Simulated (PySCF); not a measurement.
C3H9Sb, SMILES [CH3][Sb]([CH3])[CH3] (connectivity only; charge and spin as stated), charge +1, multiplicity 2.

Geometry: r2SCAN-D4/def2-SVP. The multiplicity is an assumed one; no other spin state was optimised. The isomer is the one that the SMILES or the coordinates give; other isomers of the formula were not compared. The def2 effective core potentials stand for the cores of Sb; spin–orbit coupling is left out.

Two levels are set side by side: PBE/def2-TZVP (PySCF) and r2SCAN/def2-TZVP (PySCF). Same geometry, gas phase. Differences are taken from unrounded values.

```
quantity                      PBE
---------------------------  ----
α-spin orbital gap (eV)      5.39
β-spin orbital gap (eV)      2.92
mean polarisability (bohr³)  73.9
```

These are the PBE values. What does r2SCAN give? (The exact figures need the calculation; the answer reports its results.)


```tsv
quantity	r2SCAN	PBE minus r2SCAN
α-spin orbital gap (eV)	6.05	-0.65
β-spin orbital gap (eV)	3.45	-0.53
mean polarisability (bohr³)	72.6	1.3
```

Rough cost on one machine, each run with all the roots and properties that it gave: r2SCAN against PBE about 3 times.
